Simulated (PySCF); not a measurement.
Species: C2H8BNO2.
Bonds: C1–N2, N2–C3, N2–B4, B4–O5, B4–O6. Hydrogens: H7, H8, H9 on C1; H10, H11, H12 on C3; H13 on O5; H14 on O6.

Method used: PBE0-D3(BJ)/def2-SVP geometry optimisation, gas phase (PySCF).

What internal coordinates does the optimisation give?

```json
{"bond": "C1–N2, N2–C3", "length (Å)": "1.437", "order": "single"}
{"bond": "N2–B4", "length (Å)": "1.414", "order": "single"}
{"bond": "B4–O5, B4–O6", "length (Å)": "1.379", "order": "single"}
{"bond": "C1–H7 and 3 like bonds", "length (Å)": "1.107", "order": "single"}
{"bond": "C1–H8, C3–H10", "length (Å)": "1.097", "order": "single"}
{"bond": "O5–H13, O6–H14", "length (Å)": "0.958", "order": "single"}
```

Bonds in one row agree within 0.01 Å and their mean is given. Orders are formal, as drawn. A selection of angles:
```json
{"angle": "N2–C1–H7", "degrees": "111.6"}
{"angle": "N2–C1–H8", "degrees": "110.1"}
{"angle": "H7–C1–H8", "degrees": "108.2"}
{"angle": "C1–N2–C3", "degrees": "115.2"}
{"angle": "C1–N2–B4", "degrees": "122.4"}
{"angle": "N2–B4–O5", "degrees": "118.4"}
{"angle": "O5–B4–O6", "degrees": "123.3"}
{"angle": "B4–O5–H13", "degrees": "114.4"}
{"angle": "B4–O6–H14", "degrees": "114.5"}
```

Torsions: C1–N2–B4–O5 0° (synperiplanar); H13–O5–B4–N2 180° (antiperiplanar); H14–O6–B4–N2 180° (antiperiplanar).

N2 (boron-bound nitrogen) is planar (angles 122.4°, 122.4° and 115.2°, sum 360.0°, 0.00 Å off the plane of its three neighbours). Of the pairs four or more bonds apart, O5···H8 is among the closest relative to their van der Waals radii: 2.34 Å, 86 % of the sum of Bondi's values. The 6 heavy atoms lie in one plane (0.004 Å rms). B4 (three-coordinate boron) is planar (angles 123.3°, 118.4° and 118.4°, sum 360.0°, 0.00 Å off the plane of its three neighbours).

Point group: C2v (every atom within 0.08 Å of its image). No frequency check. One conformer, not necessarily the lowest (N2–B4–O5–H 180°, N2–B4–O6–H 180°).
